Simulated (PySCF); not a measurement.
A calculated (r2SCANh, PySCF 2.14, aug-cc-pVTZ-DK, the spin-free X2C one-electron Hamiltonian (Gaussian nucleus)) atom or ion has these occupied shells.

```csv
shell,electrons,orbital energy (eV),"rms radius, mean of both spins (bohr)"
1s β,1,-19861.4,0.0404
1s α,1,-19861.3,0.0404
2s α,1,-2824.3,0.166
2s β,1,-2823.6,0.166
2p α,3,-2522.8,0.148
2p β,3,-2522.3,0.148
3s α,1,-488.33,0.458
3s β,1,-488.05,0.458
3p α,3,-388.28,0.463
3p β,3,-387.94,0.463
3d α,5,-225.77,0.455
3d β,5,-225.13,0.455
4s α,1,-68.301,1.18
4s β,1,-64.766,1.18
4p α,3,-41.612,1.33
4p β,3,-37.445,1.33
4d α,5,-5.317,2.17
5s α,1,-5.097,3.67
```

(1) Name the element and its charge.

## Answers

(1) Mo (molybdenum, neutral), in [Kr] 4d5 5s1, high-spin 7S determinant.
